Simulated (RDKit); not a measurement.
RDKit input (UFF):

```python
from rdkit import Chem
from rdkit.Chem import AllChem, rdDetermineBonds

mol = Chem.MolFromXYZFile('mol.xyz')
rdDetermineBonds.DetermineBonds(mol, charge=0)
print('SMILES', Chem.MolToSmiles(Chem.RemoveHs(mol)))
ff = AllChem.UFFGetMoleculeForceField(mol)
e0 = ff.CalcEnergy()
flag = ff.Minimize(maxIts=5000, forceTol=1e-5)
print(f'energy {e0:.4f} -> {ff.CalcEnergy():.4f} kcal/mol, converged: {flag == 0}')
print(Chem.MolToXYZBlock(mol))
```
mol.xyz:
```
15

C      1.60886800    -1.15479900     0.59394900
N      0.98049800    -0.06112400    -0.12367800
B     -0.37323600     0.29639500    -0.17186800
C     -0.79036800     1.56391800    -1.02031600
C     -1.47096700    -0.52584500     0.62121100
H      2.33145000    -0.78879500     1.32927200
H      2.13308700    -1.83342600    -0.08536500
H      0.85428700    -1.72873000     1.12655100
H      1.63654400     0.50917200    -0.63591700
H     -1.34872400     2.27609200    -0.40372700
H      0.04808900     2.10131200    -1.47180000
H     -1.47233100     1.27516500    -1.82727900
H     -1.30240800    -1.60536800     0.62481000
H     -2.47397600    -0.34841600     0.22821600
H     -1.48852300    -0.21075500     1.67126600
```

Output:

```
SMILES CNB(C)C
energy 29.4431 -> 2.4486 kcal/mol, converged: True
15

C      1.576370   -0.979927    0.646469
N      0.875312   -0.640759   -0.591876
B     -0.422806    0.116488   -0.278680
C     -0.582108    1.654833   -0.667389
C     -1.661304   -0.659773    0.354305
H      1.797059   -0.068733    1.247627
H      2.540395   -1.472040    0.397656
H      0.980206   -1.698005    1.250083
H      1.502412   -0.009930   -1.141606
H     -0.819285    2.241067    0.244242
H      0.354572    2.046742   -1.114150
H     -1.407898    1.766912   -1.399903
H     -1.933298   -1.513962   -0.299239
H     -2.533853    0.019915    0.445921
H     -1.393485   -1.038031    1.361863
```

The geometry given is a B3LYP-D3(BJ)/def2-TZVP minimum.
